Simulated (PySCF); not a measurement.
# Electronic structure of Zn (zinc, neutral) at the UHF level

Configuration: [Ar] 3d10 4s1 5s1, high-spin 3S determinant (an excited configuration). All numbers are calculated (PySCF 2.14, scalar relativity through the core potential, in aug-cc-pVQZ-PP with ECP10MDF (7s7p6d4f3g2h, 135 functions)).

- Total energy: -225.771128 hartree
- One-electron energy: -404.3044 hartree
- Hartree (Coulomb) energy: 198.3142 hartree
- Exchange energy: -19.7809 hartree
- ⟨S²⟩: 2.0010
- ⟨L²⟩: 0.000
- Sum of ⟨r⟩: 25.10 bohr
- Sum of ⟨r²⟩: 94.65 bohr²
- Time after the integrals: roughly 7 core-seconds

| shell | electrons | mean orbital energy (hartree) | rms radius, mean of both spins (bohr) |
| --- | --- | --- | --- |
| 3s α | 1 | -6.07193 | 0.734 |
| 3s β | 1 | -6.06344 | 0.734 |
| 3p β | 3 | -4.14049 | 0.777 |
| 3p α | 3 | -4.14042 | 0.777 |
| 3d α | 5 | -0.96829 | 0.996 |
| 3d β | 5 | -0.96681 | 0.996 |
| 4s α | 1 | -0.49075 | 2.72 |
| 5s α | 1 | -0.09351 | 8.52 |

Energies and moments cover only the electrons outside the core potential. The outer electron is Rydberg-like, and this basis confines it to a smaller radius and binds it less than a complete one would.
